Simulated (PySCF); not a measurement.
C3H8O2Si, SMILES COC[SiH2]C=O. Atoms are numbered in the order given.

```xyz
14

C      2.9083    -0.3130    -0.1987
O      1.5340    -0.4061     0.0759
C      0.9312     0.8240     0.4225
Si    -0.9026     0.4307     0.7242
C     -1.5689    -0.5228    -0.8241
O     -2.7502    -0.6077    -1.0724
H      3.1112     0.3683    -1.0495
H      3.4767     0.0564     0.6783
H      3.2698    -1.3189    -0.4567
H      1.0380     1.5713    -0.3938
H      1.4071     1.2759     1.3189
H     -1.0529    -0.4575     1.9113
H     -1.6982     1.6752     0.9199
H     -0.8091    -1.0192    -1.4930
```

Geometry optimised at B3LYP-D3(BJ)/def2-SVP. The structure was generated by enumeration, and PubChem lists no compound with its InChIKey, so it may never have been made. One conformer was computed; it need not be the lowest.

The numbers are results of PBE/pcSseg-1 in PySCF, not measurements.

GIAO shieldings, no solvent; atoms listed in one row are averaged. δ = σ(ref) − σ: ¹³C against TMS (σ = 182.0 ppm); ¹⁷O against H2O (σ = 334.3 ppm); ²⁹Si against TMS (σ = 335.4 ppm); ¹H against TMS (σ = 31.49 ppm), references at their B3LYP-D3(BJ)/def2-TZVP geometries, non-relativistic.

```json
[
 {"nucleus": "¹³C", "atoms": "C5", "count": "1", "δ (ppm)": "246.3"},
 {"nucleus": "¹³C", "atoms": "C1", "count": "1", "δ (ppm)": "69.0"},
 {"nucleus": "¹³C", "atoms": "C3", "count": "1", "δ (ppm)": "66.2"},
 {"nucleus": "¹⁷O", "atoms": "O6", "count": "1", "δ (ppm)": "954.2"},
 {"nucleus": "¹⁷O", "atoms": "O2", "count": "1", "δ (ppm)": "20.2"},
 {"nucleus": "²⁹Si", "atoms": "Si4", "count": "1", "δ (ppm)": "-71.6"},
 {"nucleus": "¹H", "atoms": "H14", "count": "1", "δ (ppm)": "12.78"},
 {"nucleus": "¹H", "atoms": "H12", "count": "1", "δ (ppm)": "4.33"},
 {"nucleus": "¹H", "atoms": "H13", "count": "1", "δ (ppm)": "4.09"},
 {"nucleus": "¹H", "atoms": "H10", "count": "1", "δ (ppm)": "3.97"},
 {"nucleus": "¹H", "atoms": "H7, H8, H9", "count": "3", "δ (ppm)": "3.87"},
 {"nucleus": "¹H", "atoms": "H11", "count": "1", "δ (ppm)": "3.87"}
]
```
